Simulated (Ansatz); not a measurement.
Reaction (ligand exchange at the In–C bond): `F[CH](F)[InH2]` + `N=C(O)O` → `N=C(O)[O][InH2]` + `FCF`

Isolated molecules relaxed with PBE0-D4/def2-TZVP in Ansatz; ΔE leaves out vibrations. CCSD(T)/CBS adds triple-zeta CCSD(T) − MP2 to the extrapolated MP2 energy (def2 sets, frozen cores). This one scheme is used for every species. DFT in def2-TZVPP. B3LYP here is the variant with VWN-RPA as its local correlation; programs differ in this. def2 core potentials past Kr. For In outer-core shells are correlated without core-valence functions, which leaves a few kJ/mol of doubt a bond. One conformer a species, not always the lowest.

(1) Is it downhill or uphill in electronic energy at CCSD(T)/CBS, and by how much? (Estimate.)

(2) What do these levels give: revPBE-D4, PBE0-D4, B3LYP-D4, r2SCAN0-D4, ωB97X-V, ωB97M-V, BLYP, r2SCAN, B3LYP, MP2/def2-SVP, HF/def2-TZVPP, SCS-MP2/def2-TZVPP? (An estimate is asked.)

Largest T1 diagnostic among the species: 0.016.

## Answers

(1) Ansatz gave: Downhill: ΔE = -1.19 eV.

(2) The calculation gave: revPBE-D4 -0.99, PBE0-D4 -1.04, B3LYP-D4 -1.09, r2SCAN0-D4 -1.11, ωB97X-V -1.09, ωB97M-V -1.05, BLYP -1.01, r2SCAN -1.08, B3LYP -1.06, MP2/def2-SVP -1.22, HF/def2-TZVPP -1.26, SCS-MP2/def2-TZVPP -1.20 eV.

In def2-TZVPP, CCSD(T) changes the Hartree–Fock value by +0.11 eV (the triples alone add +0.00 eV) and MP2 by +0.06 eV. Leaving LDA and LC-ωPBE aside and taking each functional with its dispersion term where it has one, the values, not all of them listed here, spread over 0.19 eV, from BHLYP-D4 to PBE-D4.
